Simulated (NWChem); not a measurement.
Species: neopentane (C₅H₁₂); SMILES CC(C)(C)C

Program: NWChem. The level has its own optimisation; frequencies are unscaled.

Estimate the computed values for Hartree-Fock/STO-3G. Quantities: r C–C (Å); r C–H (Å); highest harmonic frequency (cm⁻¹); lowest (cm⁻¹); zero-point energy (kcal/mol).


```
Property                           Value
---------------------------------  -----
r C–C (Å)                          1.550
r C–H (Å)                          1.086
highest harmonic frequency (cm⁻¹)   3753
lowest (cm⁻¹)                        218
zero-point energy (kcal/mol)       120.1
```
